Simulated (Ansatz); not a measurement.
Job for Ansatz (an electronic-structure program): R-CCSD(T)/cc-pV(T+d)Z on CH6O3Si (SMILES C[Si](O)(O)O). The basis file is the Basis Set Exchange's JSON of that set.

Ansatz 0.2 input:
```yaml
crystal:
  periodic: [false, false, false]
  atoms:
    - {symbol: O, position_ang: [-1.40363607, -0.48228454, 0.97537939]}
    - {symbol: Si, position_ang: [-0.26955835, 0.13305872, -0.05039126]}
    - {symbol: O, position_ang: [-0.74615884, -0.14056958, -1.60448816]}
    - {symbol: O, position_ang: [-0.15091240, 1.75874385, 0.19522709]}
    - {symbol: C, position_ang: [1.36284758, -0.67316094, 0.25895572]}
    - {symbol: H, position_ang: [-1.88542788, 0.14747333, 1.51669059]}
    - {symbol: H, position_ang: [-1.60747246, -0.54586936, -1.72919886]}
    - {symbol: H, position_ang: [-0.41139088, 2.32757504, -0.53297455]}
    - {symbol: H, position_ang: [1.75224113, -0.39223981, 1.23903470]}
    - {symbol: H, position_ang: [1.26847367, -1.76002156, 0.22820325]}
    - {symbol: H, position_ang: [2.09109448, -0.37260515, -0.49633793]}
basis:
  gaussian:
    orbitals: cc-pV_T+d_Z.json
magnetization: {spin_polarized: false}
correlation: {method: ccsd_t, electrons: outside_noble_gas}
scf: {lower_state_search: off}
```

Task: What total energy does the run end on?

Result: -556.2782 hartree (reference determinant -555.1958, T1 diagnostic 0.011).

Task: How many basis functions does it have, and what does it roughly cost on one machine?

Result: 243 functions; around 9 core-minutes (rough).
